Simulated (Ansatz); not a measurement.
`C=[C]([GeH3])[TeH]` + `[SiH3]S` → `S[SiH2][TeH]` + `C=[CH][GeH3]`  (formal exchange of groups at a Te–C bond)

Gas-phase electronic energies from Ansatz, PBE0-D4/def2-TZVP geometries. CCSD(T)/CBS adds triple-zeta CCSD(T) − MP2 to the extrapolated MP2 energy (def2 sets, frozen cores). DFT in def2-TZVPP. B3LYP here is the variant with VWN-RPA as its local correlation; programs differ in this. def2 core potentials past Kr. For Ge, Te outer-core shells are correlated without core-valence functions, which leaves a few kJ/mol of doubt a bond. Scalar relativity is left out up to krypton. Each species was taken in one conformer, which may not be the lowest.

```
             level  ΔE (kcal/mol)  difference from CCSD(T)/CBS
            PBE-D4          -21.1                         -0.8
         r2SCAN-D4          -21.4                         -1.1
           PBE0-D4          -22.3                         -2.0
          B3LYP-D4          -20.6                         -0.3
           ωB97X-V          -21.1                         -0.8
           ωB97M-V          -21.3                         -1.0
            B2PLYP          -20.5                         -0.2
               PBE          -21.6                         -1.3
            r2SCAN          -21.5                         -1.2
              PBE0          -22.7                         -2.4
             B3LYP          -21.4                         -1.1
     HF/def2-TZVPP          -23.2                         -2.9
    MP2/def2-TZVPP          -18.9                          1.4
SCS-MP2/def2-TZVPP          -18.6                          1.7
   CCSD/def2-TZVPP          -19.9                          0.4
CCSD(T)/def2-TZVPP          -19.1                          1.2
     HF/def2-QZVPP          -23.0                         -2.7
    MP2/def2-QZVPP          -19.5                          0.8
SCS-MP2/def2-QZVPP          -19.2                          1.1
      HF/CBS(def2)          -23.0                         -2.7
     MP2/CBS(def2)          -20.1                          0.2
    CCSD/CBS(def2)          -21.1                         -0.8
       CCSD(T)/CBS          -20.3                            0
```

Largest T1 diagnostic among the species: 0.012.

In def2-TZVPP, CCSD(T) changes the Hartree–Fock value by +4.1 kcal/mol (the triples alone add +0.8 kcal/mol) and MP2 by +4.3 kcal/mol. The D4 term adds +0.8 kcal/mol with B3LYP and +0.4 kcal/mol with PBE0; it sums over pairs of atoms, weighted by their polarisabilities, and B3LYP, whose exchange is more repulsive, gets the larger term. From PBE to PBE0 (25 % exact exchange), in def2-TZVPP and without D4, ΔE moves by −1.1 kcal/mol.
